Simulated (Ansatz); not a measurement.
CH₇BClNSi, SMILES `BN[SiH](C)Cl` at its PBE0-D4/def2-TZVP geometry, where that method's forces vanish. Total charge 0; spin multiplicity 1.

```xyz
12

B     1.0336   -1.0535    1.2741
N     0.8066    0.3010    1.0023
Si   -0.2000    0.9904   -0.2335
C    -1.1269   -0.3069   -1.1666
Cl    0.9944    2.0540   -1.5389
H     0.4879   -1.8856    0.6093
H     1.7649   -1.3606    2.1706
H     1.2961    0.9654    1.5874
H    -1.0910    2.0005    0.3844
H    -0.4439   -1.0019   -1.6576
H    -1.7422    0.1716   -1.9319
H    -1.7794   -0.8745   -0.4996
```

(1) What forces (eV/Å) does B3LYP-D4/def2-TZVPP give on these atoms in the Gaussian-basis code of Ansatz? (An estimate is asked.)

## Answers

(1) The calculation gave: 
```
B1   0.050 -0.194  0.063
N2   0.025  0.008  0.045
Si3 -0.185  0.105  0.133
C4  -0.066 -0.069 -0.057
Cl5  0.133  0.117 -0.146
H6   0.074  0.084  0.088
H7  -0.078  0.021 -0.098
H8   0.003 -0.004  0.005
H9   0.047 -0.072 -0.036
H10 -0.054  0.028  0.022
H11  0.024 -0.042  0.034
H12  0.027  0.017 -0.052
```

B3LYP here is the variant with VWN-RPA as its local correlation; programs differ in this.
